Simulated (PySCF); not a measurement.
Shapes and spin states of H₂TcO

All numbers come from PBE0/[Tc def2-TZVP with ECP28, O def2-TZVP, H def2-TZVP], scalar-relativistic core potentials, density fitting, no spin–orbit coupling, PySCF.

Relaxations began from a few typed shapes and spin states; open shells are unrestricted. The search is not exhaustive: other isomers or separated fragments can lie lower, and high-lying points may rest on an excited occupation.

Problem. Order these stationary points by electronic energy, lowest first, in kJ/mol from the lowest minimum.
A. doublet (⟨S²⟩ 1.09) Cs: Tc–H 1.639 Å (×2), Tc–O 1.632 Å; H–Tc–H 97.6°, H–Tc–O 109.4° (×2)
B. quartet Cs: Tc–H 1.655 Å (×2), Tc–O 1.667 Å; H–Tc–H 110.0°, H–Tc–O 112.3° (×2)
C. quartet C2v: Tc–H 1.686 Å (×2), Tc–O 1.728 Å; H–Tc–H 87.6°, H–Tc–O 136.2° (×2)
D. quartet C2v: Tc–H 1.678 Å (×2), Tc–O 1.667 Å; H–Tc–H 126.3°, H–Tc–O 116.9° (×2)
E. doublet C2v: Tc–H 1.662 Å (×2), Tc–O 1.614 Å; H–Tc–H 125.2°, H–Tc–O 117.4° (×2)

Solution. B (0.0), D (10.1), E (11.3), A (14.5), C (132.9).

Problem. Which of them are minima?

Solution. By energy in kJ/mol, 0.0: minimum; 10.1: saddle point, 1 imaginary mode; 11.3: minimum; 14.5: minimum; 132.9: minimum.

For the lowest minimum: other spin states or occupations of the open shell can lie lower.
